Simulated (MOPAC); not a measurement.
Input for MOPAC: AM1 on H2O3S (a complex), monomers drawn apart or pushed together.

```
AM1 1SCF PRECISE CHARGE=0 THREADS=1
H2O3S

O      0.50566974 1    -0.09015434 1     0.61049798 1
H      0.60674307 1     0.85034152 1     0.42235976 1
H     -0.36268329 1    -0.33460216 1     0.26937976 1
O     -1.25876695 1    -0.63792108 1     3.57471408 1
S      0.09351763 1    -0.15516983 1     3.69546764 1
O      0.29328659 1     1.26613011 1     3.82312894 1
```

The log:

```
*******************************************************************************
 **                                                                           **
 **                              MOPAC v23.2.5                                **
 **                                                                           **
 *******************************************************************************
 ** MOPAC's Digital Object Identifier: https://doi.org/10.5281/zenodo.6511958 **
 **                                                                           **
 ** Please cite the open-source release paper for use of this MOPAC version:  **
 ** J. E. Moussa and J. J. P. Stewart (2026)                                  **
 ** MOPAC: An open-source semiempirical molecular orbital program             **
 ** J. Open Source Softw., 11(119), 8025, https://doi.org/10.21105/joss.08025 **
 *******************************************************************************

                              AM1 CALCULATION RESULTS

 *******************************************************************************
 *  AM1        - The AM1 Hamiltonian to be used
 *
 *
 *
 *                 CHARGE ON SYSTEM = 0
 *
 *
 *
 *  PRECISE    - TIGHTER CRITERIA TO BE USED
 *  1SCF       - DO 1 SCF AND THEN STOP
 *  THREADS=1  - MULTI-THREADING NOT USED
 *  T=         - A TIME OF 172800.0 SECONDS REQUESTED
 *  DUMP=N     - RESTART FILE WRITTEN EVERY 7200.0 SECONDS REQUESTED
 *******************************************************************************
AM1 1SCF PRECISE CHARGE=0 THREADS=1
 H2O3S

   ATOM   CHEMICAL          X               Y               Z
  NUMBER   SYMBOL      (ANGSTROMS)     (ANGSTROMS)     (ANGSTROMS)

     1       O          0.50566974  *  -0.09015434  *   0.61049798  *
     2       H          0.60674307  *   0.85034152  *   0.42235976  *
     3       H         -0.36268329  *  -0.33460216  *   0.26937976  *
     4       O         -1.25876695  *  -0.63792108  *   3.57471408  *
     5       S          0.09351763  *  -0.15516983  *   3.69546764  *
     6       O          0.29328659  *   1.26613011  *   3.82312894  *



          CARTESIAN COORDINATES

    NO.       ATOM           X           Y           Z

     1         O          0.5057     -0.0902      0.6105
     2         H          0.6067      0.8503      0.4224
     3         H         -0.3627     -0.3346      0.2694
     4         O         -1.2588     -0.6379      3.5747
     5         S          0.0935     -0.1552      3.6955
     6         O          0.2933      1.2661      3.8231

  H: (AM1): M.J.S. DEWAR ET AL, J. AM. CHEM. SOC. 107 3902-3909 (1985)
  O: (AM1): M.J.S. DEWAR ET AL, J. AM. CHEM. SOC. 107 3902-3909 (1985)
  S: (AM1): M.J.S. DEWAR, Y-C YUAN, INORGANIC CHEMISTRY, 29, 3881:3890,  (1990)

           Empirical Formula: H2 O3 S  =     6 atoms



      MOLECULAR POINT GROUP   :   Cs


      RHF CALCULATION, NO. OF DOUBLY OCCUPIED LEVELS = 13


 -------------------------------------------------------------------------------
 AM1 1SCF PRECISE CHARGE=0 THREADS=1
 H2O3S



     1SCF WAS SPECIFIED, SO BFGS WAS NOT USED
     SCF FIELD WAS ACHIEVED


                              AM1 CALCULATION
                                                       MOPAC v23.2.5 Linux




          FINAL HEAT OF FORMATION =       -106.24880 KCAL/MOL =    -444.54499 KJ/MOL


          COSMO AREA              =        104.59 SQUARE ANGSTROMS
          COSMO VOLUME            =         86.15 CUBIC ANGSTROMS

          IONIZATION POTENTIAL    =         10.020694 EV
          HOMO LUMO ENERGIES (EV) =        -10.021 -0.940
          NO. OF FILLED LEVELS    =         13
          MOLECULAR WEIGHT        =         82.0740         POINT GROUP:  Cs

          MOLECULAR DIMENSIONS (Angstroms)

            Atom       Atom       Distance
            O     4    H     2     3.95378
            H     3    O     6     3.45400
            O     6    S     5     0.73522


          SCF CALCULATIONS        =          1





   ATOM   CHEMICAL          X               Y               Z
  NUMBER   SYMBOL      (ANGSTROMS)     (ANGSTROMS)     (ANGSTROMS)

     1       O          0.50566974  *  -0.09015434  *   0.61049798  *
     2       H          0.60674307  *   0.85034152  *   0.42235976  *
     3       H         -0.36268329  *  -0.33460216  *   0.26937976  *
     4       O         -1.25876695  *  -0.63792108  *   3.57471408  *
     5       S          0.09351763  *  -0.15516983  *   3.69546764  *
     6       O          0.29328659  *   1.26613011  *   3.82312894  *

                             CARTESIAN COORDINATES

   1    O        0.505669740    -0.090154340     0.610497980
   2    H        0.606743070     0.850341520     0.422359760
   3    H       -0.362683290    -0.334602160     0.269379760
   4    O       -1.258766950    -0.637921080     3.574714080
   5    S        0.093517630    -0.155169830     3.695467640
   6    O        0.293286590     1.266130110     3.823128940


           Empirical Formula: H2 O3 S  =     6 atoms



      MOLECULAR POINT GROUP   :   Cs


                  EIGENVALUES
 -37.32977 -36.91047 -36.55002 -19.62894 -18.81128 -16.77803 -16.60419 -15.84022
 -15.43066 -13.06544 -12.70724 -12.22844 -10.02069  -0.94009   1.81855   2.56338
   3.85609   5.78700


              NET ATOMIC CHARGES AND DIPOLE CONTRIBUTIONS

  ATOM NO.   TYPE          CHARGE      No. of ELECS.   s-Pop       p-Pop
    1          O          -0.415836        6.4158     1.85902     4.55681
    2          H           0.209592        0.7904     0.79041
    3          H           0.209604        0.7904     0.79040
    4          O          -0.741054        6.7411     1.93348     4.80757
    5          S           1.478761        4.5212     1.72011     2.80113
    6          O          -0.741067        6.7411     1.93348     4.80759
 DIPOLE           X         Y         Z       TOTAL
 POINT-CHG.     3.336    -2.639    -0.607     4.297
 HYBRID        -1.828     1.544    -0.405     2.427
 SUM            1.509    -1.095    -1.012     2.121


          ATOMIC ORBITAL ELECTRON POPULATIONS

     Atom    s        px        py        pz
    1  O   1.85902   1.40533   1.29633   1.85516
    2  H   0.79041
    3  H   0.79040
    4  O   1.93348   1.45555   1.77642   1.57561
    5  S   1.72011   1.01298   0.93835   0.84980
    6  O   1.93348   1.85614   1.37720   1.57425

 **********************
 *                    *
 * JOB ENDED NORMALLY *
 *                    *
 **********************




 == MOPAC DONE ==
```

The run finished.

Cost: about 0.020 core-seconds (a rough figure).
